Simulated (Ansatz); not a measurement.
A structure relaxed at PBE-D4/def2-SVP in Ansatz, charge 0, singlet:

```csv
atom,x (Å),y (Å),z (Å)
Rb1,-0.757,2.625,1.485
Rb2,-2.298,-2.518,1.892
Pb3,2.673,0.867,-0.317
Pb4,-0.780,-0.774,-1.514
Br5,0.574,2.282,-1.595
Br6,1.959,-1.330,-2.359
Br7,2.549,2.668,1.918
Br8,-1.553,-3.478,-1.112
Br9,-2.988,0.342,0.434
Br10,0.621,-0.685,1.167
```

(1) Give its formula.

(2) Summarise the bond lengths by kind (pairs closer than 1.2 times the sum of covalent radii, bridged metal pairs left out).

Answers

(1) Rb₂Pb₂Br₆.

(2) 8 × Br–Pb 2.84 to 3.15 Å; 7 × Br–Rb 3.24 to 3.60 Å.

In the def2 sets Pb, Rb take a core potential; there is no spin–orbit coupling. The structure comes from a short search, and lower isomers may exist.
